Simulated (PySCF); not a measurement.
**Structure elucidation problem**

The spectra below were simulated for a compound CH₁₃N₃Si₄.

1H NMR (300 MHz, computed): δ 5.43 (m, 1H), 5.36 (m, 2H), 5.22 (m, 2H), 3.96 (t, 3H), 0.61 (br s, 2H), 0.54 (br s, 1H), -0.15 (m, 2H).

13C{1H} NMR (computed): δ -9.2 (CH2).

Theory: structure optimised with PBE0-D3(BJ)/def2-SVP, NMR shieldings at PBE0/pcSseg-1/GIAO, in PySCF 2.14.0 with density-fitted response routines (one conformer, relativity neglected, equivalent nuclei averaged, no solvent).

δ = σ(ref) − σ, references computed at the same level: 1H and 13C against TMS.

Deduce the structure.

Results:


1. The formula gives 1 degree of unsaturation (1 ring in the answer).
2. Carbon types of the structure: 1 × CH2, leaving 11 H on heteroatoms.
3. δC -9.2: sp3 CH2 bonded to 2 Si; an electropositive neighbour leaves it electron-rich and shielded.
4. δH 5.43: hydrogen on a silicon bonded to C, 2 N, in a 6-membered ring.
5. δH 5.36, 5.22: hydrogen on a silicon bonded to 2 N, in a 6-membered ring.
6. δH 3.96: hydrogen on a silicon bonded to C.
7. δH 0.61, 0.54: hydrogen on a nitrogen bonded to 2 Si, in a 6-membered ring; exchangeable, gas-phase position.
8. δH -0.15: hydrogen on an sp3 CH2 bonded to 2 Si; an electropositive neighbour shields it, as in TMS itself.

Structure: `N1[SiH](C[SiH3])N[SiH2]N[SiH2]1`.

This is the structure that produced the data.

OH/NH shifts are gas-phase values; hydrogen bonding in solution moves them, usually downfield. Shifts are as computed. Against solution values, carbons near 30 ppm lie about +2 ppm off and those near 130 ppm about +5 ppm. Of 1309 compounds with measured shifts, 239 miss one by over three times the rms of a fit or turn the order of signals round; such compounds aren't used in these exercises. Multiplicities follow the n + 1 count of equivalent neighbours, as no J values were calculated; m marks all less simple cases, F and P coupling included.
